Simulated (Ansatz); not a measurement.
Two structures, one formula

The two ends of one reaction step of SiNH6BrO, singlet (PBE0-D4/def2-TZVP).

A:

```xyz
10
angstrom
Si -0.6953 -0.0364 -0.7667
Br 2.3660 -1.0322 0.5164
H -2.1088 0.3816 -0.8579
H 0.1238 0.4866 -1.8767
O -0.6240 -1.6085 -0.4289
H 0.9756 0.3006 0.8123
N 0.0085 0.8416 0.6943
H 0.2923 -1.8844 -0.1968
H -0.5321 0.7200 1.5466
H 0.1938 1.8314 0.5574
```

B:

Si1  (-0.307, -0.799, -0.478)
Br2  (1.284, -1.464, 0.966)
H3  (-1.525, -0.355, 0.214)
H4  (0.314, 0.115, -1.457)
O5  (-0.813, -2.156, -1.262)
H6  (1.212, 1.806, 0.681)
N7  (0.224, 1.612, 0.789)
H8  (-0.154, -2.676, -1.725)
H9  (0.053, 1.480, 1.779)
H10  (-0.287, 2.436, 0.494)
(Å)

Program: Ansatz 0.2.0. Basis: def2-TZVPP. Cores are frozen in the correlated methods. Filled d shells of the heavier atoms are correlated. The def2 sets are not built for correlating such inner shells, so the correlated values are less sure here. B3LYP uses VWN-RPA correlation.

Task: Which structure is lower at CCSD(T), and by how much? (To be estimated.)

Result: The calculation gives: B, by 20.5 kJ/mol (electronic energy, against the other). By their contacts, A is a complex of SiNH₆O ([NH3][SiH2][OH]) + Br and B is a complex of SiH₃BrO ([OH][SiH2][Br]) + NH₃.

Task: Do the other methods give the same order? (A judgement: the text doesn't fix the answer.)

Result: The calculation gives: Not all: SPW92 gives the other order.

```tsv
method	E(B) − E(A) (kJ/mol)
SPW92	15.7
PBE-D4	-9.3
BLYP-D4	-10.0
r2SCAN-D4	-7.8
B97M-V	-21.4
PBE0-D4	-11.4
B3LYP-D4	-11.5
r2SCAN0-D4	-9.9
BHLYP-D4	-14.5
CAM-B3LYP-D4	-9.7
wB97X-V	-18.7
wB97M-V	-20.3
B2PLYP	-15.0
PBE-QIDH	-14.0
RPA on PBE	-27.6
HF	-27.2
MP2	-17.4
CCSD	-23.0
CCSD(T)	-20.5
```

No T1 diagnostic of these runs exceeds 0.010.

Labels in which every atom is bracketed show which atoms are joined, not bond orders.

For scale, one of the runs: CCSD(T)/def2-TZVPP, 236 basis functions, launched by `ansatz run in.yaml --threads 8 --pin off --events-out ev --progress --plain --max-ram 19148MiB`. The run took 92 s on 8 CPU threads of an Arm Neoverse V2 (shared host), with 4.4 GiB of host memory at its peak.
